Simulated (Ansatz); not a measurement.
`N[SiH2][SiH2]F` and `N[SiH2][SiH](F)Br` differ in one atom or group.

Ansatz, PBE0-D4/def2-TZVP geometries, multiplicity 1. Each molecule was computed in one conformer, which needn't be the lowest.

Scalar relativity is left out up to krypton. Spin–orbit coupling is left out; it splits and shifts lone-pair levels of the heavy atoms by tenths of an eV.

```tsv
property	`N[SiH2][SiH2]F`
HOMO–LUMO gap (PBE0/def2-TZVPP) / eV	6.74
HOMO–LUMO gap (B3LYP/def2-TZVPP) / eV	6.33
HOMO energy (PBE0/def2-TZVPP) / eV	-7.47
HOMO energy (B3LYP/def2-TZVPP) / eV	-7.26
LUMO energy (ωB97M-V/def2-TZVPP) / eV	1.00
HOMO–LUMO gap (PBE/def2-TZVPP) / eV	4.52
```

Task: What does the change do to each property? (Estimate.)

Result: The calculation gave: 
```tsv
property	`N[SiH2][SiH](F)Br`	shift
HOMO–LUMO gap (PBE0/def2-TZVPP) / eV	6.79	0.05
HOMO–LUMO gap (B3LYP/def2-TZVPP) / eV	6.40	0.07
HOMO energy (PBE0/def2-TZVPP) / eV	-7.54	-0.07
HOMO energy (B3LYP/def2-TZVPP) / eV	-7.33	-0.07
LUMO energy (ωB97M-V/def2-TZVPP) / eV	0.99	-0.01
HOMO–LUMO gap (PBE/def2-TZVPP) / eV	4.61	0.09
```

B3LYP here is the variant with VWN-RPA as its local correlation; programs differ in this.
